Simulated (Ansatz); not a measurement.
`O[SiH]([SiH3])[O][AlH2]` + `BO` → `BO[SiH3]` + `O[SiH2][O][AlH2]`  (cleavage of the Si–Si bond)

Gas-phase electronic energies from Ansatz, PBE0-D4/def2-TZVP geometries. CCSD(T)/CBS adds triple-zeta CCSD(T) − MP2 to the extrapolated MP2 energy (def2 sets, frozen cores). This one scheme is used for every species. Functionals use def2-TZVPP. HSE06 is defined as in plane-wave codes. Each species was taken in one conformer, which may not be the lowest.

```json
{"level": "PBE-D4", "ΔE (kcal/mol)": "-14.7", "difference from CCSD(T)/CBS": "7.0"}
{"level": "PBE0-D4", "ΔE (kcal/mol)": "-16.9", "difference from CCSD(T)/CBS": "4.8"}
{"level": "r2SCANh-D4", "ΔE (kcal/mol)": "-20.1", "difference from CCSD(T)/CBS": "1.6"}
{"level": "r2SCAN0-D4", "ΔE (kcal/mol)": "-20.7", "difference from CCSD(T)/CBS": "1.0"}
{"level": "CAM-B3LYP-D4", "ΔE (kcal/mol)": "-22.4", "difference from CCSD(T)/CBS": "-0.7"}
{"level": "ωB97X-V", "ΔE (kcal/mol)": "-20.7", "difference from CCSD(T)/CBS": "1.0"}
{"level": "ωB97M-V", "ΔE (kcal/mol)": "-21.9", "difference from CCSD(T)/CBS": "-0.2"}
{"level": "PBE", "ΔE (kcal/mol)": "-15.4", "difference from CCSD(T)/CBS": "6.3"}
{"level": "PBE0", "ΔE (kcal/mol)": "-17.6", "difference from CCSD(T)/CBS": "4.1"}
{"level": "r2SCAN0", "ΔE (kcal/mol)": "-21.0", "difference from CCSD(T)/CBS": "0.7"}
{"level": "HSE06", "ΔE (kcal/mol)": "-17.6", "difference from CCSD(T)/CBS": "4.1"}
{"level": "HF/def2-SVP", "ΔE (kcal/mol)": "-24.7", "difference from CCSD(T)/CBS": "-3.0"}
{"level": "CCSD/def2-TZVPP", "ΔE (kcal/mol)": "-22.6", "difference from CCSD(T)/CBS": "-0.9"}
{"level": "SCS-MP2/def2-QZVPP", "ΔE (kcal/mol)": "-25.0", "difference from CCSD(T)/CBS": "-3.3"}
{"level": "HF/CBS(def2)", "ΔE (kcal/mol)": "-29.2", "difference from CCSD(T)/CBS": "-7.5"}
{"level": "CCSD/CBS(def2)", "ΔE (kcal/mol)": "-22.7", "difference from CCSD(T)/CBS": "-1.0"}
{"level": "CCSD(T)/CBS", "ΔE (kcal/mol)": "-21.7", "difference from CCSD(T)/CBS": "0"}
```

Largest T1 diagnostic among the species: 0.014.

From BLYP to BHLYP (50 % exact exchange), in def2-TZVPP and without D4, ΔE moves by −4.3 kcal/mol. Leaving LDA and LC-ωPBE aside and taking each functional with its dispersion term where it has one, the values, not all of them listed here, spread over 8.8 kcal/mol, from BHLYP-D4 to PBE-D4.
